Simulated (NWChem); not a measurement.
System: InBr₂F; SMILES [F][In]([Br])[Br]

Here is an NWChem input.

```
start job
memory heap 200 mb stack 900 mb global 1100 mb
geometry units angstroms noautosym nocenter noautoz
  In     0.000000     0.000000     0.487531
  F      0.000000     0.000000     2.432626
  Br    -2.168418     0.000000    -0.651138
  Br     2.168418     0.000000    -0.651138
end
basis spherical
  * library def2-svpd
end
ecp
  In library def2-ecp
end
dft
  xc b3lyp
  iterations 150
end
property
  response 1 0.0
end
task dft property
```

Output (shortened):

```
             Northwest Computational Chemistry Package (NWChem) 7.3.0
             --------------------------------------------------------

                             Geometry "geometry" -> ""
                             -------------------------

 Output coordinates in angstroms (scale by  1.889725989 to convert to a.u.)

  No.       Tag          Charge          X              Y              Z
 ---- ---------------- ---------- -------------- -------------- --------------
    1 In                  49.0000     0.00000000     0.00000000     0.48753100
    2 F                    9.0000     0.00000000     0.00000000     2.43262600
    3 Br                  35.0000    -2.16841800     0.00000000    -0.65113800
    4 Br                  35.0000     2.16841800     0.00000000    -0.65113800

 Effective nuclear repulsion energy (a.u.)    1098.9735676987

                                 NWChem DFT Module
                                 -----------------

 Summary of "ao basis" -> "ao basis" (spherical)
 ------------------------------------------------------------------------------
       Tag                 Description            Shells   Functions and Types
 ---------------- ------------------------------  ------  ---------------------
 In                        def2-svpd                12       32   5s4p3d
 F                         def2-svpd                 9       23   4s3p2d
 Br                        def2-svpd                15       41   6s5p4d

            General Information
            -------------------
          SCF calculation type: DFT
          Wavefunction type:  closed shell.
          No. of atoms     :     4
          No. of electrons :   100
           Alpha electrons :    50
            Beta electrons :    50
          Charge           :     0
          Spin multiplicity:     1
          Use of symmetry is: off; symmetry adaption is: off
          Maximum number of iterations: 150
          AO basis - number of functions:   137
                     number of shells:    51
          Convergence on energy requested:  1.00D-06
          Convergence on density requested:  1.00D-05
          Convergence on gradient requested:  5.00D-04

              XC Information
              --------------
                         B3LYP Method XC Potential
                     Hartree-Fock (Exact) Exchange  0.200
                        Slater Exchange Functional  0.800 local
                    Becke 1988 Exchange Functional  0.720 non-local
              Lee-Yang-Parr Correlation Functional  0.810
                  VWN I RPA Correlation Functional  0.190 local

             Grid Information
             ----------------
          Grid used for XC integration:  medium
          Radial quadrature: Mura-Knowles
          Angular quadrature: Lebedev.
          Tag              B.-S. Rad. Rad. Pts. Rad. Cut. Ang. Pts.
          ---              ---------- --------- --------- ---------
          In                  1.55      123          13.0       590
          F                   0.50       49          13.0       434
          Br                  1.15      112          15.0       590
          Grid pruning is: on
          Number of quadrature shells:   396
          Spatial weights used:  Erf1

      Superposition of Atomic Density Guess
      -------------------------------------

 Sum of atomic energies:       -5461.52253204

      Non-variational initial energy
      ------------------------------

 Total energy =   -5432.940359
 1-e energy   =   -8848.941921
 2-e energy   =    2809.065692
 HOMO         =      -0.405220
 LUMO         =      -0.105528

   convergence    iter        energy       DeltaE   RMS-Dens  Diis-err
 ---------------- ----- ----------------- --------- --------- ---------
 d= 0,ls=0.0,diis     1  -5437.7338312721 -6.04D+03  1.76D-02  9.80D-01
 d= 0,ls=0.0,diis     2  -5437.3233961405  4.10D-01  1.04D-02  5.49D+00
 d= 0,ls=0.0,diis     3  -5437.8380504901 -5.15D-01  2.95D-03  1.07D-01
 d= 0,ls=0.0,diis     4  -5437.8456389383 -7.59D-03  1.32D-03  3.51D-02
 d= 0,ls=0.0,diis     5  -5437.8501378049 -4.50D-03  1.65D-04  2.97D-04
  Resetting Diis
 d= 0,ls=0.0,diis     6  -5437.8501764789 -3.87D-05  2.60D-05  1.34D-05
 d= 0,ls=0.0,diis     7  -5437.8501782070 -1.73D-06  1.24D-05  7.73D-07
 d= 0,ls=0.0,diis     8  -5437.8501781521  5.49D-08  7.31D-06  1.14D-06

         Total DFT energy =    -5437.850178152054
      One electron energy =    -8848.693159494831
           Coulomb energy =     3013.941976261223
    Exchange-Corr. energy =     -210.034864912874
 Nuclear repulsion energy =      606.935869994429

 Numeric. integr. density =      100.000000834950

                       DFT Final Molecular Orbital Analysis
                       ------------------------------------

 Vector   48  Occ=2.000000D+00  E=-3.278390D-01
              MO Center= -1.3D-05,  1.2D-09, -5.3D-01, r^2= 6.1D+00
   Bfn.  Coefficient  Atom+Function         Bfn.  Coefficient  Atom+Function
  ----- ------------  ---------------      ----- ------------  ---------------
    73      0.361437  3 Br pz               114      0.361435  4 Br pz
    70      0.354319  3 Br pz               111      0.354317  4 Br pz
    67     -0.231864  3 Br pz               108     -0.231863  4 Br pz
    71     -0.134687  3 Br px               112      0.134686  4 Br px
    39     -0.125206  2 F  pz                68     -0.121206  3 Br px

 Vector   49  Occ=2.000000D+00  E=-3.256292D-01
              MO Center=  1.5D-06, -7.8D-08, -6.2D-01, r^2= 6.1D+00
   Bfn.  Coefficient  Atom+Function         Bfn.  Coefficient  Atom+Function
  ----- ------------  ---------------      ----- ------------  ---------------
    72      0.404441  3 Br py               113     -0.404442  4 Br py
    69      0.383925  3 Br py               110     -0.383925  4 Br py
    66     -0.252038  3 Br py               107      0.252038  4 Br py
    18      0.088901  1 In d -2              63      0.081854  3 Br py
   104     -0.081854  4 Br py                75      0.050332  3 Br py

 Vector   50  Occ=2.000000D+00  E=-3.215667D-01
              MO Center=  1.3D-05,  5.6D-08, -6.1D-01, r^2= 6.1D+00
   Bfn.  Coefficient  Atom+Function         Bfn.  Coefficient  Atom+Function
  ----- ------------  ---------------      ----- ------------  ---------------
    73      0.326812  3 Br pz               114     -0.326814  4 Br pz
    70      0.305816  3 Br pz               111     -0.305818  4 Br pz
    68     -0.241123  3 Br px                71     -0.239958  3 Br px
   109     -0.241124  4 Br px               112     -0.239959  4 Br px
    67     -0.200420  3 Br pz               108      0.200422  4 Br pz

 Vector   51  Occ=0.000000D+00  E=-1.338777D-01
              MO Center= -6.0D-08, -8.5D-08,  1.3D-01, r^2= 5.6D+00
   Bfn.  Coefficient  Atom+Function         Bfn.  Coefficient  Atom+Function
  ----- ------------  ---------------      ----- ------------  ---------------
     4      0.729900  1 In s                  3      0.693639  1 In s
     1     -0.377388  1 In s                 71     -0.321005  3 Br px
   112      0.321005  4 Br px                68     -0.238442  3 Br px
   109      0.238442  4 Br px                39     -0.211193  2 F  pz
    42      0.181646  2 F  pz                59     -0.171923  3 Br s

 Vector   52  Occ=0.000000D+00  E=-8.035768D-02
              MO Center= -9.1D-10,  5.5D-08,  3.2D-01, r^2= 4.4D+00
   Bfn.  Coefficient  Atom+Function         Bfn.  Coefficient  Atom+Function
  ----- ------------  ---------------      ----- ------------  ---------------
    13      0.633696  1 In py                16      0.585881  1 In py
    72     -0.202664  3 Br py               113     -0.202664  4 Br py
    10     -0.162035  1 In py                 7     -0.149436  1 In py
    69     -0.149707  3 Br py               110     -0.149707  4 Br py
    38      0.143871  2 F  py                44     -0.108764  2 F  py

 Vector   53  Occ=0.000000D+00  E=-6.700178D-04
              MO Center= -4.1D-07,  4.0D-08, -4.1D-01, r^2= 1.6D+01
   Bfn.  Coefficient  Atom+Function         Bfn.  Coefficient  Atom+Function
  ----- ------------  ---------------      ----- ------------  ---------------
     5      2.886728  1 In s                 61     -1.228398  3 Br s
   102     -1.228398  4 Br s                 17     -0.736083  1 In pz
     3     -0.438184  1 In s                 76     -0.424790  3 Br pz
   117     -0.424790  4 Br pz                32      0.390053  1 In d  2
     4     -0.358399  1 In s                 30     -0.357466  1 In d  0

     Multipole analysis of the density
     ---------------------------------

     L   x y z        total         alpha         beta         nuclear
     -   - - -        -----         -----         ----         -------
     0   0 0 0      0.000000    -50.000000    -50.000000    100.000000

     1   1 0 0     -0.000000     -0.000000     -0.000000      0.000000
     1   0 1 0     -0.000000     -0.000000     -0.000000      0.000000
     1   0 0 1     -0.582080     12.415360     12.415360    -25.412799

     2   2 0 0    -49.771059   -612.580160   -612.580160   1175.389262
     2   1 1 0      0.000000      0.000000      0.000000      0.000000
     2   1 0 1      0.000000      0.000000      0.000000      0.000000
     2   0 2 0    -45.692345    -22.846172    -22.846172      0.000000
     2   0 1 1     -0.000000     -0.000000     -0.000000      0.000000
     2   0 0 2    -54.781460   -184.390944   -184.390944    314.000428

 *** CALLING NEW AORESP DRIVER FOR CLOSED AND OPEN SHELLS ***
 Entering AOResponse driver routine

--------------------------------------------------------------------------------

          -----------------------------------------------
          Solving response equations for perturbing field
          -----------------------------------------------

 number of frequencies:     1
 frequency in a.u.:  0.0000000E+00
 Perturbing field: electric
 Using El. Dipole Length Gauge

 Setting up CPKS with frequency omega =      0.00000000 a.u.

 STATIC response

                                NWChem CPHF Module
                                ------------------

  scftype          =     RHF
  nclosed          =       50
  nopen            =        0
  variables        =     4350
  # of vectors     =        3
  tolerance        = 0.10D-03
  level shift      = 0.00D+00
  max iterations   =       50
  max subspace     =       30

 SCF residual:    4.1088672335805917E-004

Iterative solution of linear equations
  No. of variables     4350
  No. of equations        3
  Maximum subspace       30
        Iterations       50
       Convergence  1.0D-04

   iter   nsub   residual    time
   ----  ------  --------  ---------
     1      3    6.24D+00      77.6
     2      6    4.22D+00      98.6
     3      9    1.57D+00     114.7
     4     12    2.27D-01     134.3
     5     15    7.11D-02     155.6
     6     18    6.33D-03     175.5
     7     21    1.68D-03     195.2
     8     24    3.85D-04     215.0
     9     27    2.05D-04     234.4
    10     30    1.16D-04     253.0
    11     30    6.77D-05     270.3

 Electric Dipole Response Matrix (nonzero elements):

              1        2        3
    1  107.8147   0.0000   0.0000
    2    0.0000  57.9036   0.0000
    3    0.0000   0.0000  74.2440

 ------------------------------------------
 average:        79.98741 + I       0.00000

 DFT Linear Response polarizability / au
 Frequency  =       0.0000000 / au
              X              Y              Z
 -----------------------------------------------
 X     107.8146864      0.0000039      0.0000034
 Y       0.0000039     57.9035621      0.0000028
 Z       0.0000034      0.0000028     74.2439700
 -----------------------------------------------
 Eigenvalues =     107.8146864     57.9035621     74.2439700
 Isotropic   =      79.9874061
 Anisotropic =      44.0744952
 -----------------------------------------------

 Magnetic Dipole Response Matrix (nonzero elements):

 Exiting AOResponse driver routine
```

Level: B3LYP/def2-SVPD with def2 effective core potentials on In. Coordinates come from a PBE0/def2-SVP optimisation. Not confirmed as a minimum by frequencies. def2 effective core potentials on In; no spin-orbit coupling.
